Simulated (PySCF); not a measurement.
C4F6. Atoms are numbered in the order given.

```xyz
10

F     -1.3375     2.1969     0.0000
C     -0.0683     1.8682     0.0000
F      0.7221     2.9162     0.0000
C      0.4005     0.6076     0.0000
F      1.7294     0.4367     0.0000
C     -0.4005    -0.6076     0.0000
F     -1.7294    -0.4367     0.0000
C      0.0683    -1.8682     0.0000
F      1.3375    -2.1969     0.0000
F     -0.7221    -2.9162     0.0000
```
Charge 0, spin multiplicity 1.

The structure is a stationary point at B3LYP-D3(BJ)/def2-SVP. Other conformers were not sampled.

All values below come from B3LYP-D3(BJ)/def2-SVP run with PySCF 2.14.0.

Harmonic, unscaled wavenumbers; measured fundamentals usually lie a few per cent lower.

A small imaginary wavenumber (i) marks a very flat motion, where grid noise or a shallow saddle decides the sign.

```csv
mode,ν (cm⁻¹),IR (km/mol),moving atoms (share of kinetic energy)
1,19i,0.1,F 96 %
2,108,0.1,"F 88 %, C 12 %"
3,137,0.8,"F 90 %, C 10 %"
4,176,0.0,F 99 %
5,222,0.0,"F 90 %, C 10 %"
6,292,4.8,"F 91 %, C 9 %"
7,341,3.4,"C 63 %, F 37 %"
8,354,0.0,F 95 %
9,382,0.0,"F 84 %, C 16 %"
10,462,0.0,"C 85 %, F 15 %"
11,500,3.0,"F 86 %, C 14 %"
12,548,1.1,"C 91 %, F 9 %"
13,593,0.0,"F 83 %, C 17 %"
14,623,0.0,C 96 %
15,628,3.3,"F 75 %, C 25 %"
16,728,0.0,"F 89 %, C 11 %"
17,976,296.2,"F 52 %, C 48 %"
18,1212,0.0,"C 69 %, F 31 %"
19,1246,310.3,"C 65 %, F 35 %"
20,1357,0.0,"C 73 %, F 27 %"
21,1381,425.7,"C 74 %, F 26 %"
22,1457,0.0,"C 91 %, F 9 %"
23,1791,407.5,C 96 %
24,1844,0.0,C 97 %
```
